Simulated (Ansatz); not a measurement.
Start from `C[N]=[Mo]([F])([Cl])([O]C)[O]C` and change one element to get `C[N]=[W]([F])([Cl])([O]C)[O]C`.

Ansatz, PBE0-D4/def2-TZVP geometries, multiplicity 1. Each molecule was computed in one conformer, which needn't be the lowest.

Elements past krypton have def2 core potentials.

| property | `C[N]=[Mo]([F])([Cl])([O]C)[O]C` |
| --- | --- |
| HOMO energy (ωB97M-V/def2-TZVPP) / eV | -9.90 |
| LUMO energy (PBE/def2-TZVPP) / eV | -2.97 |
| HOMO–LUMO gap (PBE0/def2-TZVPP) / eV | 5.35 |
| HOMO energy (PBE/def2-TZVPP) / eV | -6.34 |
| size of the dipole moment (PBE/def2-TZVPP) / D | 5.98 |
| size of the dipole moment (ωB97M-V/def2-TZVPP) / D | 6.47 |

(1) Give the same properties after the change, and the shifts. (An estimate is asked.)

Answers

(1) Ansatz gave: 
```
                                          property  `C[N]=[W]([F])([Cl])([O]C)[O]C`  shift
             HOMO energy (ωB97M-V/def2-TZVPP) / eV                            -9.95  -0.05
                 LUMO energy (PBE/def2-TZVPP) / eV                            -3.00  -0.03
              HOMO–LUMO gap (PBE0/def2-TZVPP) / eV                             5.39   0.04
                 HOMO energy (PBE/def2-TZVPP) / eV                            -6.27   0.07
    size of the dipole moment (PBE/def2-TZVPP) / D                             2.81  -3.17
size of the dipole moment (ωB97M-V/def2-TZVPP) / D                             2.93  -3.54
```

Dipoles are sizes alone; their direction can turn.
